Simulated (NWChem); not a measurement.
Species: CH2F2O2Si; SMILES C(=O)O[SiH](F)F

```xyz
8

O     -0.9623    -1.8251     0.0000
C      0.2289    -1.8144     0.0000
O      0.9841    -0.6987     0.0000
Si     0.3832     0.8642     0.0000
F     -0.5184     1.1073    -1.2992
F     -0.5184     1.1073     1.2992
H      0.8768    -2.7145     0.0000
H      1.5424     1.7615     0.0000
```
Atoms are numbered in this order, from 1.

All runs: NWChem. Structure relaxed at the PBE0/def2-SVP level.

For level PBE0/def2-TZVP:

```yaml
highest occupied level (eV): -8.90
orbital gap (eV): 8.09
```

Problem. Estimate the same quantities for level CAM-B3LYP/def2-TZVP.

Solution. 
| Item | Result |
|---|---|
| highest occupied level (eV) | -10.41 |
| orbital gap (eV) | 10.78 |
